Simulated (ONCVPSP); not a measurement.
nitrogen ONCV: all-electron and pseudo phase curves

| Item | Value |
| --- | --- |
| Element | nitrogen (N) |
| Generator | ONCVPSP 4.0.1 |
| Type | optimised norm-conserving Vanderbilt (ONCV) |
| Functional | PBE |
| Relativity | scalar-relativistic |
| Frozen core | [He] |
| Valence charge | 5 |
| Reference configuration | 2s2 2p3 |
| Partial waves | 2s: rc 0.90 bohr, ncon 3, nbas 6, qcut 9.4 1/bohr, 2 projectors, debl 1.9 Ha; 2p: rc 1.40 bohr, ncon 4, nbas 9, qcut 9.2 1/bohr, 2 projectors, debl 2.2 Ha; d scattering state at 0.31 Ha: rc 1.55 bohr, ncon 4, nbas 8, qcut 5.9 1/bohr, 2 projectors, debl 1 Ha |
| Local potential | polynomial inside 0.65 bohr (lpopt 1, dvloc0 6 Ha) |
| Core correction | none |

The phase is arctan(r·R′/R) of the radial function R(r), unwrapped; energies in Ha, scanned from -2 to 5 Ha. A pole is an energy at which the radial function vanishes at the test radius. The pseudo phase is shifted by a multiple of π to meet the all-electron one at the reference energy, and phase errors are pseudo minus all-electron; the curves can meet again beyond the range given. Levels narrower than the energy grid can be missing from the lists of poles.

| channel | radius (bohr) | reference energy (Ha) | poles, all-electron | poles, pseudo | unbroken range about the reference energy with phases within 0.05 rad | phase error 1 Ha above the reference energy (rad) |
| --- | --- | --- | --- | --- | --- | --- |
| s | 0.91 | -0.68 | none | none | the whole range | +0.000 |
| p | 1.42 | -0.26 | 0.98 | 0.98 | the whole range | +0.000 |
| d | 1.57 | 0.31 | 4.40 | 4.38 | the whole range | +0.000 |

Phases in the s channel:

| E (Ha) | all-electron | pseudo |
| --- | --- | --- |
| -1.98 | -0.029 | -0.029 |
| -1.62 | -0.207 | -0.207 |
| -1.26 | -0.381 | -0.381 |
| -0.90 | -0.544 | -0.544 |
| -0.54 | -0.688 | -0.688 |
| -0.18 | -0.812 | -0.812 |
| 0.18 | -0.917 | -0.917 |
| 0.54 | -1.006 | -1.006 |
| 0.90 | -1.081 | -1.081 |
| 1.26 | -1.145 | -1.145 |
| 1.62 | -1.199 | -1.199 |
| 1.98 | -1.246 | -1.246 |
| 2.34 | -1.287 | -1.287 |
| 2.70 | -1.323 | -1.323 |
| 3.06 | -1.355 | -1.355 |
| 3.42 | -1.384 | -1.384 |
| 3.78 | -1.409 | -1.410 |
| 4.14 | -1.433 | -1.433 |
| 4.50 | -1.455 | -1.455 |
| 4.86 | -1.474 | -1.475 |
